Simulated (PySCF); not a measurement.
These compounds are isomers of formula C5H7ClO3Si.

A. SMILES C=C(C)[C@@H]1O[Si@H](Cl)OC1=O
B. SMILES CO/C=C(\Cl)[C@H]1OC(=O)[SiH2]1
C. SMILES C[SiH2]/C=C(\Cl)C(=O)OC=O

Spectrum 1. $^{1}$H NMR (400 MHz, computed): δ 6.69 (s, 1H), 5.38 (m, 1H), 5.02 (m, 1H), 4.83 (m, 1H), 3.92 (s, 3H). $^{13}$C{$^{1}$H} NMR (computed): δ 180.6 (C), 149.6 (CH), 117.2 (C), 70.1 (CH), 60.9 (CH3).

Spectrum 2. $^{1}$H NMR (400 MHz, computed): δ 8.23 (s, 1H), 8.22 (t, 1H), 4.55 (m, 2H), 0.39 (t, 3H). $^{13}$C{$^{1}$H} NMR (computed): δ 160.9 (C), 158.8 (CH), 155.1 (CH), 147.3 (C), -8.4 (CH3).

Spectrum 3. $^{1}$H NMR (400 MHz, computed): δ 5.54 (m, 1H), 5.48 (m, 1H), 5.38 (s, 1H), 4.64 (s, 1H), 2.26 (s, 3H). $^{13}$C{$^{1}$H} NMR (computed): δ 174.0 (C), 151.1 (C), 116.7 (CH2), 80.7 (CH), 23.1 (CH3).

PySCF 2.14.0 with density-fitted response routines calculation with shielding tensors at PBE0/pcSseg-1 (GIAO) and geometry: GFN2-xTB; non-relativistic, single conformer, isolated molecule, fast rotation and ring inversion assumed for equivalent nuclei.

Chemical shifts δ = σref − σ; TMS for $^{1}$H and $^{13}$C, all at this level. Where no couplings were computed, multiplicities follow the n + 1 count of equivalent neighbours, and m marks all less simple cases (inequivalent or close neighbours, rings, F or P nearby). Shifts are as computed. Against solution values, carbons near 30 ppm lie about +3 ppm off and those near 130 ppm about +5 ppm; carbons on Cl a further +6 ppm. Of 1211 compounds with measured shifts, 218 miss one by over three times the rms of a fit or turn the order of signals round; such compounds aren't used in these exercises. Carbons bonded to Cl come out too deshielded.

Problem. Match each spectrum to its structure.

Solution. 1–B, 2–C, 3–A.

- Spectrum 1 (B): 5 $^{13}$C signals; δC 149.6 is an alkene carbon bearing oxygen; δC 70.1 is an allylic sp3 CH bonded to O and Si.
- Spectrum 2 (C): 5 $^{13}$C signals; δC 160.9 is an anhydride carbonyl carbon; δC 158.8 is an anhydride carbonyl carbon.
- Spectrum 3 (A): 5 $^{13}$C signals; δC 151.1 is a fully substituted alkene carbon; δC 116.7 is a terminal =CH2 carbon.
